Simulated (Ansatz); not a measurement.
Isomers of C₂H₇GeN, relaxed with PBE0-D4/def2-TZVP in Ansatz; electronic energies, one conformer each and not always the lowest. Functionals use def2-TZVPP; CBS adds triple-zeta CCSD(T) − MP2 to the MP2 limit of def2-TZVPP and def2-QZVPP.

Outer-core shells of Ge are correlated without core-valence functions. Scalar relativity is left out up to krypton. Spin–orbit coupling is left out.

Problem. Order them by energy at frozen-core CCSD(T)/CBS, lowest first. (Best estimate.)
A. `C[C](=N)[GeH3]`
B. `C1[CH2][GeH2][NH]1`
C. `C/N=[CH]\[GeH3]`
D. `C/C=[N]\[GeH3]`
E. `C[N](C)[GeH]`
F. `C=[N][GeH2][CH3]`
G. `C[N]1[CH2][GeH2]1`

Solution. F (0.0 kcal/mol), E (1.3 kcal/mol), B (3.8 kcal/mol), D (4.9 kcal/mol), A (6.9 kcal/mol), C (17.5 kcal/mol), G (28.6 kcal/mol).

Problem. How do PBE-D4, ωB97M-V, B2PLYP, MP2/CBS(def2) place them (kcal/mol, against `C=[N][GeH2][CH3]`)? (An estimate is asked.)

Solution. Ansatz gave: 
```csv
isomer,PBE-D4,ωB97M-V,B2PLYP,MP2/CBS(def2)
`C/N=[CH]\[GeH3]`,14.2,17.0,17.6,19.0
`C1[CH2][GeH2][NH]1`,3.2,3.7,6.8,1.8
`C[N]1[CH2][GeH2]1`,25.7,29.7,31.1,26.4
`C[N](C)[GeH]`,-2.6,0.3,1.5,1.6
`C/C=[N]\[GeH3]`,3.1,4.3,4.7,5.3
`C[C](=N)[GeH3]`,4.5,6.5,7.5,7.8
```
